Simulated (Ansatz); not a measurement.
`[CH3][Zn][O]C=N`, 10 atoms. Charge 0, multiplicity 1. For Zn the d shell is correlated and the shells below it are frozen. Scalar relativity is left out up to krypton. All runs use 4 threads of a server CPU on a shared host. Correlated methods freeze the cores.

Question: Give the basis size and wall time and peak host memory of each of these runs in Ansatz. RKS LC-ωPBE/def2-TZVPP energy; RKS ωB97M-V/def2-QZVPP energy; RKS ωB97M-V/def2-SVP energy; RHF-CCSD(T) with 3s3p of Cu, Zn/def2-TZVPP energy; RKS PBE0-D4/def2-SVP energy; RKS PBE0-D4/def2-TZVP frequencies; direct RPA on PBE orbitals with 3s3p of Cu, Zn/def2-TZVPP energy; RHF-MP2 with 3s3p of Cu, Zn/def2-QZVPP energy; RHF-CCSD(T) with 3s3p of Cu, Zn/def2-SVP energy; RKS PBE0-D4/def2-QZVPP energy; RKS BLYP-D4/def2-TZVPP energy; RKS revPBE-D4/def2-TZVPP energy. (Best estimate.)

Answer: Ansatz gave: Other jobs shared the machine, so times are rough.

```csv
level,job,functions,wall time,peak host memory (GiB)
RKS PBE0-D4/def2-SVP,energy,112,1.3 s,0.24
RKS revPBE-D4/def2-TZVPP,energy,258,2.5 s,0.34
RKS BLYP-D4/def2-TZVPP,energy,258,2.6 s,0.34
RKS LC-ωPBE/def2-TZVPP,energy,258,3.1 s,0.46
RKS ωB97M-V/def2-SVP,energy,112,6 s,0.36
"direct RPA on PBE orbitals with 3s3p of Cu, Zn/def2-TZVPP",energy,258,6.5 s,0.65
"RHF-CCSD(T) with 3s3p of Cu, Zn/def2-SVP",energy,112,9 s,0.57
RKS PBE0-D4/def2-QZVPP,energy,478,10 s,1.7
RKS ωB97M-V/def2-QZVPP,energy,478,22 s,2
"RHF-MP2 with 3s3p of Cu, Zn/def2-QZVPP",energy,478,25 s,2.8
RKS PBE0-D4/def2-TZVP,frequencies,202,2.9 min,0.57
"RHF-CCSD(T) with 3s3p of Cu, Zn/def2-TZVPP",energy,258,4.6 min,6.2
```

LC-ωPBE has ω = 0.4 bohr⁻¹.
